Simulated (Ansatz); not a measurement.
Correlation energies of `C[O][In][Cl]` radical by basis set

```json
{"atom": "C1", "x (Å)": "-0.1044", "y (Å)": "0.8229", "z (Å)": "-0.8154"}
{"atom": "O2", "x (Å)": "0.4575", "y (Å)": "-0.1509", "z (Å)": "0.0185"}
{"atom": "In3", "x (Å)": "-0.5114", "y (Å)": "-1.2232", "z (Å)": "1.4202"}
{"atom": "Cl4", "x (Å)": "0.8713", "y (Å)": "-2.7543", "z (Å)": "2.5651"}
{"atom": "H5", "x (Å)": "0.6964", "y (Å)": "1.2119", "z (Å)": "-1.4550"}
{"atom": "H6", "x (Å)": "-0.8859", "y (Å)": "0.4223", "z (Å)": "-1.4732"}
{"atom": "H7", "x (Å)": "-0.5235", "y (Å)": "1.6713", "z (Å)": "-0.2601"}
```

Total charge 0; spin multiplicity 2. Correlated methods include outer-core shells of In, which these sets cover unevenly. In takes the def2 core potential. The structure was optimised at the PBE0-D4/def2-TZVP level. It is one conformer, not always the lowest. Frozen core, unrestricted reference, Ansatz 0.2.0.

| basis | HF (Eh) | MP2 corr. |
| --- | --- | --- |
| def2-SVP | -762.98872 | -0.52577 |
| def2-TZVPP | -763.29268 | -0.86102 |
| def2-QZVPP | -763.31264 | -1.09922 |

(1) Estimate the CCSD correlation energy and the (T) correction in each basis where they were run (hartree).

## Answers

(1) 
```tsv
basis	CCSD corr.	(T)
def2-SVP	-0.56160	-0.01558
def2-TZVPP	-0.88456	-0.03372
```
